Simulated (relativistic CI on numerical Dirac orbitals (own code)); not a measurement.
**d5 in a ligand field**

Computed with a parametric ligand-field model of a d^n configuration (Racah B and C, spin-orbit zeta, crystal field), exact diagonalisation.

Field parameters in Wybourne normalisation: Oh B⁴₀ = 21Dq, B⁴₄ = √(5/14) B⁴₀; Td as Oh with Dq negative (B⁴₀ = 21Dq, B⁴₄ = √(5/14) B⁴₀). The field is a parameter set, without covalency.

Problem. Lowest levels for B = 590, C = 2460, ζ = 3600 cm⁻¹, Td, 10Dq = -8300 cm⁻¹?

Solution. Γ8 0 (S 2.26), Γ7 146 (S 2.30), Γ8 8123 (S 1.29), Γ7 11468 (S 1.40), Γ6 12748 (S 1.46), Γ8 13002 (S 1.46), Γ7 15214 (S 1.27), Γ8 15963 (S 1.29), Γ6 15983 (S 1.37) cm⁻¹, with S from ⟨S²⟩ = S(S + 1). The ground level has 2.17 electrons in the cubic e pair; its S is far from a half-integer, so spin-orbit coupling mixes spin states.

Problem. Lowest levels for B = 680, C = 3530, ζ = 760 cm⁻¹, Oh, 10Dq = 12600 cm⁻¹?

Solution. Γ7 0 (S 2.49), Γ8 0 (S 2.49), Γ7 13970 (S 1.34), Γ8 14407 (S 1.46), Γ8 14688 (S 1.50), Γ6 14876 (S 1.50), Γ7 16928 (S 0.83), Γ8 17579 (S 0.82), Γ6 18870 (S 1.50) cm⁻¹, with S from ⟨S²⟩ = S(S + 1). The ground level has 2.00 electrons in the cubic e pair.

Problem. Lowest levels for B = 830, C = 3650, ζ = 500 cm⁻¹, Td, 10Dq = -5250 cm⁻¹?

Solution. Γ7+Γ8 0 (S 2.50), Γ6 23411 (S 1.50), Γ8 23428 (S 1.50), Γ7 23486 (S 1.50), Γ8 23505 (S 1.50), Γ6 25712 (S 1.50), Γ8 25721 (S 1.50), Γ8 25830 (S 1.50), Γ7 25903 (S 1.50) cm⁻¹, with S from ⟨S²⟩ = S(S + 1). The ground level has 2.00 electrons in the cubic e pair.

Problem. Lowest levels for B = 610, C = 2390, ζ = 1300 cm⁻¹, Td, 10Dq = -9000 cm⁻¹?

Solution. Γ7 0 (S 2.47), Γ8 1 (S 2.47), Γ8 9711 (S 1.19), Γ7 10335 (S 1.36), Γ6 10780 (S 1.49), Γ8 10926 (S 1.49), Γ8 13146 (S 1.12), Γ6 14532 (S 1.49), Γ8 14621 (S 1.48) cm⁻¹, with S from ⟨S²⟩ = S(S + 1). The ground level has 2.02 electrons in the cubic e pair.

Problem. Lowest levels for B = 370, C = 1750, ζ = 3450 cm⁻¹, Oh, 10Dq = 36300 cm⁻¹?

Solution. Γ7 0 (S 0.56), Γ8 6150 (S 0.54), Γ8 29189 (S 1.44), Γ7 31625 (S 1.50), Γ8 32323 (S 1.47), Γ6 33311 (S 1.47), Γ6 35068 (S 1.44), Γ8 35404 (S 1.32), Γ7 35484 (S 1.23) cm⁻¹, with S from ⟨S²⟩ = S(S + 1). The ground level has 0.07 electrons in the cubic e pair.
